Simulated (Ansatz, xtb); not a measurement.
## Relative energy of two structures of CH6Ge2

Structure X is a singlet given by its coordinates and structure Y is `[CH3][GeH2][GeH]`, a singlet. Both are isolated molecules in the gas phase, relaxed with PBE0-D3(BJ)/def2-SVP; the shapes shown needn't be the lowest conformers.

X (Å):

```yaml
atoms:
  - { symbol: C, position_ang: [0.6756, 1.4067, -0.3472] }
  - { symbol: Ge, position_ang: [-1.0626, -1.5451, 1.5531] }
  - { symbol: Ge, position_ang: [-0.7535, 0.0828, -0.1496] }
  - { symbol: H, position_ang: [0.2234, 2.4032, -0.4684] }
  - { symbol: H, position_ang: [0.1784, -0.8365, 2.2702] }
  - { symbol: H, position_ang: [-0.0063, -1.4753, 0.0007] }
  - { symbol: H, position_ang: [-1.4622, -0.0729, -1.5223] }
  - { symbol: H, position_ang: [1.2855, 1.1927, -1.2369] }
  - { symbol: H, position_ang: [1.3115, 1.4102, 0.5483] }
```

Close contacts (Å): C1–Ge3 1.96, Ge2–Ge3 2.38, C1–H4 1.10, C1–H8 1.10, C1–H9 1.10, Ge2–H5 1.60, Ge2–H6 1.88, Ge3–H6 1.73, Ge3–H7 1.55.

Y (Å):

```xyz
9

C     0.3820   -0.5227    0.4318
Ge    0.0561   -1.2637   -1.3560
Ge   -0.3530   -3.7256   -1.3854
H    -0.4846   -0.7047    1.0840
H     1.2629   -0.9982    0.8871
H     0.5580    0.5615    0.3786
H     1.2748   -0.9412   -2.2597
H    -1.1596   -0.5343   -1.9850
H    -0.5276   -3.6455   -2.9706
```

Q: Estimate E(Y) − E(X) at the level CCSD(T)/def2-TZVP.

A: Too close to call at this level: CCSD(T)/def2-TZVP gives E(Y) − E(X) = −1.64 kJ/mol.

Level by level:

```tsv
level	geometry	E(Y) − E(X) (kJ/mol)	departure from the last row (kJ/mol)	job, with rough time for the two
PBE0-D3(BJ)/def2-SVP	PBE0-D3(BJ)/def2-SVP	+5.62	+7.26	optimisation, 44 s
HF/def2-TZVP	PBE0-D3(BJ)/def2-SVP	−32.34	−30.70	part of the CCSD(T) run
MP2/def2-TZVP	PBE0-D3(BJ)/def2-SVP	+3.33	+4.96	part of the CCSD(T) run
CCSD(T)/def2-TZVP	PBE0-D3(BJ)/def2-SVP	−1.64		single point, 72 s
```

The largest departure from CCSD(T)/def2-TZVP is that of HF/def2-TZVP, 30.70 kJ/mol. Levels run at GFN2-xTB geometries aren't shown.

With harmonic frequencies from PBE0-D3(BJ)/def2-SVP (ideal gas, rigid rotor, one conformer each, 298.15 K, 1 atm): on the last row, ΔE + ΔZPE = −2.04, ΔH = −0.19, ΔG = −5.52 kJ/mol.

The correlated steps freeze 19 core orbitals; the filled d shell of Ge is correlated, in a basis made for valence electrons. Mirror images aren't counted in ΔG. Programs: Ansatz 0.2.0; the last row on 2 threads of Intel(R) Xeon(R) Platinum 8488C (Sapphire Rapids) on a shared host.
